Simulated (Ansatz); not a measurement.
Ansatz results at the PBE0-D4/def2-TZVP geometry: HOMO energy (PBE/def2-TZVPP) -6.17 eV; HOMO energy (ωB97M-V/def2-TZVPP) -9.40 eV; HOMO energy (B3LYP/def2-TZVPP) -7.05 eV.

Each molecule was computed in one conformer, which needn't be the lowest.

(1) Which molecule gave them?
A. `C[P+](C)(C)[Fe-5]([C]#[O+])([C]#[O+])([C]#[O+])[C]#[O+]`
B. `C[P+](C)(C)[Ag-][Cl]`
C. `F[P+](F)(F)[Ag-][Br]`
D. `O=C(Cl)c1ccccc1`

Results:

(1) C. The others give `C[P+](C)(C)[Fe-5]([C]#[O+])([C]#[O+])([C]#[O+])[C]#[O+]`: -5.15, -8.35, -6.04; `O=C(Cl)c1ccccc1`: -6.89, -10.05, -7.75; `C[P+](C)(C)[Ag-][Cl]`: -5.49, -8.99, -6.49.

B3LYP here is the variant with VWN-RPA as its local correlation; programs differ in this.
